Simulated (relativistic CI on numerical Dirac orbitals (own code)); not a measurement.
**Sc2+: M2,3 absorption edge**

Computed with this model: Dirac-Coulomb-Breit CI, orbitals from a KLI potential per configuration, QED by a radiative potential, valence Slater integrals scaled by 0.9, multiplet model of core-to-valence dipole absorption; configurations [Ar] 3d → [Ne] 3s2 3p5 3d2; 300 K; Lorentzian 0.8 eV and Gaussian 0.3 eV FWHM. Energies are those of the free ion, without screening or charge transfer. The branching ratio is the share of the lower-energy edge in the whole absorption, uncertain by about 0.02 where the edges overlap. S is read from ⟨S²⟩ = S(S + 1).

Field parameters in Wybourne normalisation: Oh B⁴₀ = 21Dq, B⁴₄ = √(5/14) B⁴₀. The field is a parameter set, without covalency.

Peaks in eV (height, largest 100): 39.8 (100), 43.3 (99), 44.9 (27).

Q: Which surroundings give this spectrum?
A. Oh, 10Dq = 19600 cm⁻¹
B. free ion
C. Oh, 10Dq = 11400 cm⁻¹
D. Oh, 10Dq = 15500 cm⁻¹

A: D. Oh, 10Dq = 15500 cm⁻¹, where the ground state has S = 0.50.
